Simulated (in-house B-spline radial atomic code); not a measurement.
Values are calculated unless marked as measured or tabulated.
# Weak and strong correlation along the adiabatic connection

Two-electron singlets in several external potentials (atomic units), by full CI in B-splines with partial waves to l = 8 (correlation energies up to 0.6 % small). The repulsion is scaled by λ at fixed density; W(λ) is the mean repulsion less the Hartree energy, W(0) = E_x, and the area under W from 0 to 1 is E_xc.

One system gave this curve:

```json
{"λ": "0", "W (hartree)": "-0.27444"}
{"λ": "0.02", "W (hartree)": "-0.27643"}
{"λ": "0.05", "W (hartree)": "-0.2793"}
{"λ": "0.12", "W (hartree)": "-0.28544"}
{"λ": "0.25", "W (hartree)": "-0.29512"}
{"λ": "0.4", "W (hartree)": "-0.3041"}
{"λ": "0.6", "W (hartree)": "-0.31342"}
{"λ": "0.8", "W (hartree)": "-0.32061"}
{"λ": "1", "W (hartree)": "-0.3263"}
{"λ": "1.4", "W (hartree)": "-0.33478"}
{"λ": "2", "W (hartree)": "-0.34322"}
{"λ": "3", "W (hartree)": "-0.35182"}
{"λ": "4.5", "W (hartree)": "-0.35926"}
{"λ": "7", "W (hartree)": "-0.36612"}
```

(1) Which system is it?
A. −V exp(−r²/w²), V = 1.26, w = 8.91
B. −V exp(−r²/w²), V = 26.4, w = 1.21
C. −Z/r, Z = 0.75, wall at 0.5 bohr
D. ω²r²/2 − Z/r, ω = 0.672, Z = 1

## Answers

(1) A. The exchange energy sets the size: −V exp(−r²/w²), V = 1.26, w = 8.91: E_x = -0.274, E_c = -0.0318; −Z/r, Z = 0.75, wall at 0.5 bohr: E_x = -3.62, E_c = -0.0515; −V exp(−r²/w²), V = 26.4, w = 1.21: E_x = -1.75, E_c = -0.0449; ω²r²/2 − Z/r, ω = 0.672, Z = 1: E_x = -0.804, E_c = -0.0388 hartree.
